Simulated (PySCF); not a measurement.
**Bonds of In to H, F, Cl, Br, N**

PBE in PySCF with def2-TZVPPD on every atom (core potentials on In), for the lowest determinant that a PBE0 search found; no spin–orbit coupling. D0 is De less the harmonic zero-point energy.

```json
{"X": "H", "state of InX": "singlet (closed shell)", "D0(InX) (eV)": "2.57", "D0(X₂) (eV)": "4.27"}
{"X": "F", "state of InX": "singlet (closed shell)", "D0(InX) (eV)": "5.78", "D0(X₂) (eV)": "2.22"}
{"X": "Cl", "state of InX": "singlet (closed shell)", "D0(InX) (eV)": "4.68", "D0(X₂) (eV)": "2.81"}
{"X": "Br", "state of InX": "singlet (closed shell)", "D0(InX) (eV)": "4.27", "D0(X₂) (eV)": "2.48"}
{"X": "N", "state of InX": "triplet (π ↑↑)", "D0(InX) (eV)": "2.19", "D0(X₂) (eV)": "10.42"}
```

Task: Give the energy of In + X₂ → InX + X at 0 K for each X.

Result: H: 4.27 − 2.57 = +1.70 eV; F: 2.22 − 5.78 = -3.56 eV; Cl: 2.81 − 4.68 = -1.87 eV; Br: 2.48 − 4.27 = -1.79 eV; N: 10.42 − 2.19 = +8.23 eV (PBE/def2-TZVPPD; negative means exothermic).

Task: Does an atom of H displace N from InN?

Result: InN + H → InH + N has ΔE = 2.19 − 2.57 = -0.38 eV at PBE/def2-TZVPPD, so it is downhill.

Gas-phase diatomics only hint at surface chemistry, where an atom holds several bonds.

Spin–orbit coupling is left out, which matters for elements this heavy, above all for dissociation energies. States were picked by a PBE0 search and need not be the measured ground states.
